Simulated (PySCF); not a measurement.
C3H7BO3, SMILES CO/C=C\B(O)O at its GFN2-xTB optimised geometry (Å):

```
14

C      1.8546     1.8310     0.0312
O      0.9097     0.7869     0.0079
C      1.4215    -0.4795     0.0051
C      0.6520    -1.5675     0.0000
B     -0.9173    -1.5675     0.0000
O     -1.6626    -0.4283     0.0000
O     -1.5588    -2.7604     0.0014
H      1.2881     2.7604     0.0135
H      2.4635     1.7954     0.9405
H      2.5127     1.7914    -0.8428
H      2.5070    -0.5320     0.0062
H      1.1655    -2.5163    -0.0037
H     -1.1367     0.3721    -0.0001
H     -2.5127    -2.6744     0.0022
```

Calculation: CAM-B3LYP/def2-TZVP in PySCF 2.14.0.

Map of the HOMO amplitude (bohr^(-3/2)) on the plane z = 1.2 Å; orbital energy -8.21 eV, overall sign arbitrary:

```
|---------------------------|
|---------------------------|
|---------------------------|
|---------------------------|
|---------------------------|
|---------------------------|
|------------------====-----|
|-------------:::-=+++==----|
|------------:::::-+#*+=----|
|------------::...-=**+=----|
|-----------::.   :-=+==----|
|----------:::.   .-===-----|
|-------:::::::..:--==------|
|------:::::-----=++==------|
|------:::::-==+*##*+==-----|
|------::::-=+*#%@%#+==-----|
|------:::--=+#%@@%*+=------|
|-------::--=*#@@@#*+=------|
|------::::-=+#%%%*+==------|
|------::::--=+***+==-------|
|------:::::-==+++==--------|
|------:::::--=====---------|
|-------::::----------------|
|--------::-----------------|
|---------------------------|
|---------------------------|
|---------------------------|
```
Scale: ten equal steps from -0.039 (start of ' ') to 0.079 (end of '@'), in the order ' .:-=+*#%@'; x runs from -5.00 to 5.00, y from -5.00 (bottom) to 5.00 (top).
